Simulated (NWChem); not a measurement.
System: H₂PO₄, doublet; SMILES [O]P(=O)(O)O

```xyz
7

O      0.1149     1.1717    -1.0914
P     -0.0744     0.1235     0.0023
O      0.0593     0.9180     1.2975
O      0.9543    -1.1205    -0.0783
O     -1.4507    -0.6738    -0.1628
H      1.8707    -0.8537     0.1092
H     -1.3407    -1.6352    -0.0743
```
Atoms are numbered in this order, from 1.

Program: NWChem. Spin-unrestricted. Coordinates come from a B3LYP/6-31G* (spherical d), spin-unrestricted optimisation. No stability test was run on the SCF state. Level: PBE/def2-SVP with SMD (1 M gas to 1 M solution), gas-phase geometry. Reactions with the solvent are ignored.

```tsv
solvent	dielectric constant	solvation free energy (kcal/mol)	cavity-dispersion-structure term (kcal/mol)	dipole in solution (D)
water	78.4	-10.3	5.7	5.00
chlorobenzene	5.70	-7.4	-1.6	4.35
cyclohexanone	15.6	(withheld)	(withheld)	4.43
dimethyl sulfoxide	46.8	-10.6	-3.6	4.46
acetone	20.5	-10.1	-2.5	4.49
1-octanol	9.86	-10.2	3.4	4.82
n-hexane	1.88	-4.7	-1.6	4.12
```

Some entries are withheld; supply them.


- cyclohexanone, solvation free energy (kcal/mol): -9.5
- cyclohexanone, cavity-dispersion-structure term (kcal/mol): -2.9
